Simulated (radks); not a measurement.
Task: Neutral technetium, [Kr] 4d5 5s2. Calculated with a radial shooting solver on a logarithmic mesh with Libxc functionals: non-relativistic Kohn-Sham, exchange-only LDA, spin-polarised, spherical densities, point nucleus. Every spin shell is full or empty, so the densities are truly spherical. Functionals are evaluated on that one density, not self-consistently. Rank these orbital-free kinetic functionals by their error against the exact value of the orbitals, and give that value: Thomas-Fermi, von Weizsacker, TF + vW, TF + vW/9, LC94, APBEK, revAPBEK, Perdew 92, Thakkar, LKT, PG1, DePristo-Kress, Ernzerhof.

Result: Exact: 4198.37 hartree. From best to worst, with 100 (|E| - |E exact|)/|E exact| (equal figures are ties): LC94 +0.07, DePristo-Kress -0.07, APBEK +0.13, revAPBEK +0.33, Ernzerhof -0.38, Thakkar -0.52, Perdew 92 -0.68, TF + vW/9 -0.68, Thomas-Fermi -5.54, PG1 +16.00, LKT +20.32, TF + vW +38.13, von Weizsacker -56.34.
